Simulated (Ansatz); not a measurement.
Pulling on the Si5–H6 bond in BH5OSi (SMILES BO[SiH3]) (multiplicity 1 held, fragments rigid). Energies count from the point at 1.477 Å.
Geometry at that point (charge 0, multiplicity 1):
```xyz
8

B     -0.355     0.168     1.746
H     -1.122     0.723     2.474
H      0.516    -0.542     2.166
O     -0.489     0.357     0.418
Si     0.331    -0.201    -0.915
H      0.863     0.968    -1.643
H     -0.630    -0.934    -1.764
H      1.435    -1.094    -0.498
```

Unrestricted levels (U-) break spin symmetry where that is lower. Active spaces are followed from a long bond inwards. Levels need not reach the same state.

Correlated levels freeze the cores.

Programs: Ansatz (Gaussian orbitals). 

Task: Give the energy at R = 4.726 Å at the level FIC-MRCISD+Q on CASSCF(2,2)/cc-pV(T+d)Z.

Result: 97.5 kcal/mol

Task: Give the energy at R = 4.726 Å at the level U-HF/cc-pV(T+d)Z.

Result: 78.3 kcal/mol

Task: Give the energy at R = 4.726 Å at the level FIC-MRCISD on CASSCF(2,2)/cc-pV(T+d)Z.

Result: 95.9 kcal/mol

Doubts at one or more of the structures used: a spin-contaminated determinant (U-HF/cc-pV(T+d)Z).

Ansatz is an electronic-structure program.
